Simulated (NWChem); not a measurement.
germanium monoxide (GeO, singlet); SMILES [O]=[Ge]

Results from NWChem. Low-valent species are run as closed-shell singlets; no triplet was tried in these runs. Structure relaxed at the PBE0/def2-SVP level. Vertical excitations in the gas phase; the lowest state need not have the same character in each row.

For level LRC-wPBEh/def2-SVP, TDA:

| Property | Result |
|---|---|
| lowest state with f > 0.02, singlet (eV) | 5.15 |
| orbital gap (eV) | 10.16 |

**Question.** Estimate the same quantities for level PBE/def2-SVP, TDA.

**Answer.** The lowest state with f > 0.02, singlet (eV) is 5.00 and the orbital gap (eV) is 4.41.
